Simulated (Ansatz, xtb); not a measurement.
**C3H7FGeO: 3 structures ranked**

3 gas-phase structures of C3H7FGeO, from a drawn sample of its isomers (lower ones may exist). Each was relaxed with GFN2-xTB; where two conformers were screened, the lower at r2SCAN-D4/def2-SVP//GFN2-xTB is listed:

A. `C[C@H](C=O)[GeH2][F]`, a singlet
B. `C=[C](OC)[GeH2][F]`, a singlet
C. `C=C(C)[O][GeH2][F]`, a singlet

Task: Which do you expect lowest at r2SCAN-D4/def2-SVP//GFN2-xTB, and how would the others follow?

Result: Calculated order at r2SCAN-D4/def2-SVP//GFN2-xTB: C (0.000), A (0.149), B (0.953) eV.

Energies above the lowest of each column, in eV; the last columns are at r2SCAN-D4/def2-SVP geometries:

```
structure  GFN2-xTB  HF/STO-3G  r2SCAN-D4/def2-SVP//GFN2-xTB  r2SCAN-D4/def2-SVP  CCSD(T)/def2-SVP + ΔMP2/def2-TZVPP
        C     0.000      0.000                         0.000               0.000                               0.000
        A     0.878      0.168                         0.149               0.272                               0.323
        B     1.077      0.728                         0.953               1.058                               1.104
```

Every level run on C puts it lowest or level with the lowest. Flexible structures stand in one conformer each, not always the lowest. ΔMP2 is the change of the MP2 energy from the smaller to the larger basis.

Programs: Ansatz 0.2.0, xtb 6.7.1.
